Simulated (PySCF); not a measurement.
Screening by computed properties: pick the candidate that meets the target.

All species are isolated and taken at one optimised geometry, non-relativistic unless stated; the electronic structure was computed with PySCF and density fitting.

Dipoles, sizes and rotational constants follow the conformer. The torsions of the flexible species, by atom-mapped SMILES:
- `[O:1]=[CH:2][SiH2:3][CH:4]1[CH2:5][CH2:6][CH2:7]1`: O1–C2–Si3–C4 111°, C2–Si3–C4–C5 -73°
- `[OH:1][SiH2:2][CH2:3][C:4]([F:5])([F:6])[F:7]`: O1–Si2–C3–C4 64°, Si2–C3–C4–F5 -58°, H–O1–Si2–C3 -49°

The conformers of `O=C[C@H]1CC[SiH2]C1` aren't listed.

**Question.** Wanted: HOMO–LUMO gap below 6.3 eV (B3LYP/def2-SVPD) and static isotropic polarisability above 86 au (B3LYP/def2-SVPD), at GFN2-xTB geometries. Which candidate meets both?
A. `C1CCC1[SiH2]C=O`
B. `O=C[C@H]1CC[SiH2]C1`
C. `C[C@@H]1C[Si@@H](C)N1`
D. `O[SiH2]CC(F)(F)F`

**Answer.** A. Computed values:
```csv
species,HOMO–LUMO gap,static isotropic polarisability
C1CCC1[SiH2]C=O,4.90 eV,87.4 au
O=C[C@H]1CC[SiH2]C1,6.03 eV,84.1 au
C[C@@H]1C[Si@@H](C)N1,6.64 eV,81.6 au
O[SiH2]CC(F)(F)F,8.61 eV,56.5 au
```
